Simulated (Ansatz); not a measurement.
```yaml
crystal:
  periodic: [false, false, false]
  atoms:
    - {symbol: Si, position_ang: [-1.802504, 1.199489, 0.395129]}
    - {symbol: Si, position_ang: [0.271935, -0.224851, 0.715648]}
    - {symbol: C, position_ang: [1.626660, 0.532555, -0.246167]}
    - {symbol: N, position_ang: [2.250535, -0.329250, -1.228156]}
    - {symbol: Si, position_ang: [0.743423, -1.559343, -0.790630]}
    - {symbol: h, position_ang: [-1.744632, 2.558962, 1.287328]}
    - {symbol: H, position_ang: [-2.194437, 1.275804, -0.769706]}
    - {symbol: H, position_ang: [-3.143476, 0.060210, 1.175311]}
    - {symbol: H, position_ang: [0.386560, -0.314422, 2.135417]}
    - {symbol: H, position_ang: [2.276545, 1.455589, -0.317494]}
    - {symbol: H, position_ang: [-0.144881, -1.985799, -2.050076]}
    - {symbol: H, position_ang: [1.291571, -3.055970, -0.408872]}
basis:
  gaussian: {orbitals: def2-mTZVP}
hamiltonian: {xc: {name: HF}}
correlation: {method: mp2}
output: {forces: true}
```

```sh
$ ansatz run in.yaml --threads 4 --pin off --events-out ev --progress --plain --max-ram 10444MiB
```

Output, abridged:

```
Error: YAML parse error: error: line 9 column 16: `h` is not an element symbol (H … Og, case-exact)
 7 |     - {symbol: N, position_ang: [2.250535, -0.329250, -1.228156]}
 8 |     - {symbol: Si, position_ang: [0.743423, -1.559343, -0.790630]}
 9 |     - {symbol: h, position_ang: [-1.744632, 2.558962, 1.287328]}
10 |     - {symbol: H, position_ang: [-2.194437, 1.275804, -0.769706]}
11 |     - {symbol: H, position_ang: [-3.143476, 0.060210, 1.175311]}
```

In this input an element symbol is wrong. The program refused the input.
